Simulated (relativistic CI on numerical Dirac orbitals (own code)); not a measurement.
# Co⁴⁺: L2,3 absorption edge

Computed with this model: Dirac-Coulomb-Breit CI, separate exchange-only KLI orbitals for each configuration, QED by a radiative potential, valence Slater integrals scaled by 0.9, multiplet model of core-to-valence dipole absorption; configurations [Ar] 3d5 → [He] 2s2 2p5 3s2 3p6 3d6; 300 K; Lorentzian 0.6 eV and Gaussian 0.3 eV FWHM. Energies are those of the free ion, without screening or charge transfer. The branching ratio is the share of the lower-energy edge in the whole absorption, uncertain by about 0.02 where the edges overlap. S is read from ⟨S²⟩ = S(S + 1).

Field parameters in Wybourne normalisation: D4h B²₀ = −7Ds, B⁴₀ = 21(Dq − Dt), B⁴₄ = 21√(5/14) Dq; Oh B⁴₀ = 21Dq, B⁴₄ = √(5/14) B⁴₀; Td as Oh with Dq negative (B⁴₀ = 21Dq, B⁴₄ = √(5/14) B⁴₀). The field is a parameter set, without covalency.

free ion: ground-state S = 2.50, centroid 791.48 eV, branching ratio 0.776. Peaks (eV, height): 787.0 (100), 788.6 (40), 792.4 (15), 793.4 (7), 801.9 (18), 804.3 (28).

Oh, 10Dq = 29500 cm⁻¹: ground-state S = 2.49, centroid 791.36 eV, branching ratio 0.782. Peaks (eV, height): 784.4 (43), 786.1 (11), 788.1 (100), 789.9 (25), 792.7 (8), 800.4 (12), 802.8 (9), 804.1 (14), 805.8 (10).

Oh, 10Dq = 9750 cm⁻¹: ground-state S = 2.50, centroid 791.47 eV, branching ratio 0.777. Peaks (eV, height): 785.3 (18), 787.0 (100), 788.5 (39), 792.3 (13), 801.2 (14), 802.3 (12), 804.4 (19).

Td, 10Dq = -7550 cm⁻¹: ground-state S = 2.50, centroid 791.48 eV, branching ratio 0.776. Peaks (eV, height): 784.5 (8), 787.0 (100), 788.7 (44), 792.4 (15), 801.0 (11), 802.0 (17), 804.5 (22).

D4h, 10Dq = 23350, Ds = -340, Dt = 90 cm⁻¹: ground-state S = 2.50, centroid 791.43 eV, branching ratio 0.780. Peaks (eV, height): 784.7 (35), 787.7 (100), 789.5 (26), 792.5 (9), 793.9 (6), 800.6 (13), 803.5 (18), 805.4 (12).

Td, 10Dq = -16050 cm⁻¹: ground-state S = 2.50, centroid 791.46 eV, branching ratio 0.778. Peaks (eV, height): 784.0 (17), 787.3 (100), 788.5 (39), 791.4 (10), 792.5 (13), 800.4 (11), 802.7 (14), 803.7 (16), 804.9 (19).

The statistical ratio of this edge is 2/3 = 0.667. Values above it arise where the holes sit mainly in the j = l + 1/2 valence subshell or the ground state has high spin; values below it where core-valence Coulomb terms move weight to the upper edge, as in nearly empty shells.

Strongest unbroadened transitions for Td, 10Dq = -16050 cm⁻¹:

| Energy (eV) | Relative strength |
| --- | --- |
| 783.89 | 16.2 |
| 784.02 | 12.6 |
| 786.36 | 16.7 |
| 786.48 | 21.9 |
| 787.03 | 27.3 |
| 787.16 | 55.8 |
| 787.20 | 100.0 |
| 787.45 | 29.7 |
| 787.52 | 31.3 |
| 787.54 | 36.0 |
| 787.63 | 14.2 |
| 788.52 | 17.5 |
| 788.60 | 15.1 |
| 788.71 | 15.0 |
| 789.01 | 14.1 |
| 802.78 | 16.5 |
| 803.68 | 26.5 |
| 804.94 | 17.9 |
